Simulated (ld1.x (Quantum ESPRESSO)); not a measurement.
## u(r) = r·R(r): atom against pseudo-atom (Fe)

Columns: radius, all-electron u(r) and pseudo u(r) of the 4p shell (level -10.74 eV) of iron in the configuration [Ar] 3d6 4s0.5 4p0; PBE, scalar-relativistic, PAW scheme, ld1.x (Quantum ESPRESSO) 7.5.

| r (bohr) | all-electron | pseudo |
| --- | --- | --- |
| 0.160 | 0.1483 | 0.0075 |
| 0.320 | -0.0429 | 0.0296 |
| 0.480 | -0.2173 | 0.0649 |
| 0.640 | -0.2592 | 0.1116 |
| 0.800 | -0.2026 | 0.1669 |
| 0.960 | -0.0966 | 0.2278 |
| 1.120 | 0.0254 | 0.2914 |
| 1.280 | 0.1455 | 0.3543 |
| 1.440 | 0.2547 | 0.4140 |
| 1.600 | 0.3492 | 0.4680 |
| 1.760 | 0.4277 | 0.5146 |
| 1.920 | 0.4906 | 0.5526 |
| 2.080 | 0.5387 | 0.5816 |
| 2.240 | 0.5734 | 0.6018 |
| 2.400 | 0.5962 | 0.6136 |
| 2.560 | 0.6085 | 0.6182 |
| 2.720 | 0.6120 | 0.6164 |
| 2.880 | 0.6079 | 0.6094 |
| 3.040 | 0.5977 | 0.5979 |
| 3.200 | 0.5826 | 0.5826 |
| 3.360 | 0.5635 | 0.5635 |
| 3.520 | 0.5414 | 0.5414 |
| 3.680 | 0.5172 | 0.5172 |
| 3.840 | 0.4914 | 0.4914 |
| 4.000 | 0.4646 | 0.4646 |
| 4.160 | 0.4373 | 0.4373 |

Question: How many radial nodes do the two functions have?

Answer: The all-electron 4p function has n − l − 1 = 2; the pseudo-wave has 0, since the states of the same l below it are removed with the core.

Question: At about which radius was the pseudo-wave matched?

Answer: 3.20 bohr, where the columns begin to agree (steps of 0.16 bohr).

Question: Is the pseudo-wave norm-conserving?

Answer: No, it belongs to a PAW set: the norm inside the radius is not constrained, and the difference is carried by the augmentation charge.
